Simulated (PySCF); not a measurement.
Orbital picture of BeTl⁺

PW91 at R = 3.076 Å; Be aug-cc-pVDZ, Tl aug-cc-pVDZ-PP with ECP60; scalar-relativistic core potentials (PySCF 2.14). State: ¹Σ⁺ (singlet), closed shell. Only the outer orbitals are listed, counted within each symmetry, core potentials removing the inner ones.

```tsv
orbital	occ.	ε (eV)	on Be (%)	main shells (%)
1δ	2	-21.69	0	100 Tl d
1δ	2	-21.69	0	100 Tl d
2π	2	-21.61	0	100 Tl d
2π	2	-21.61	0	100 Tl d
4σ	2	-21.59	0	100 Tl d
5σ	2	-15.44	7	93 Tl s
6σ	2	-10.77	92	91 Be s
7σ	0	-7.99	57	44 Tl p, 42 Be p, 15 Be s
3π	0	-7.83	26	74 Tl p, 24 Be p
3π	0	-7.83	26	74 Tl p, 24 Be p
```

**Question.** Which are the highest filled and the lowest empty level, where do they sit, and how wide is the gap?

**Answer.** Highest filled 6σ at -10.77 eV (in %: 91 Be s); lowest empty 7σ at -7.99 eV (in %: 44 Tl p, 42 Be p, 15 Be s); the gap at PW91 is 2.78 eV.

```json
{"bond order (Mayer)": "0.22", "⟨S²⟩": "0.000", "charge on Be (Mulliken, basis-dependent)": "0.04", "charge on Be (Löwdin, basis-dependent)": "0.35", "dipole moment (positive dipole points towards Tl; it is taken about the centre of mass and depends on that origin)": "-4.16 D"}
```

Closed-shell solutions of metal pairs were not tested for spin polarisation, which can lower them a little. Spin–orbit coupling is left out.
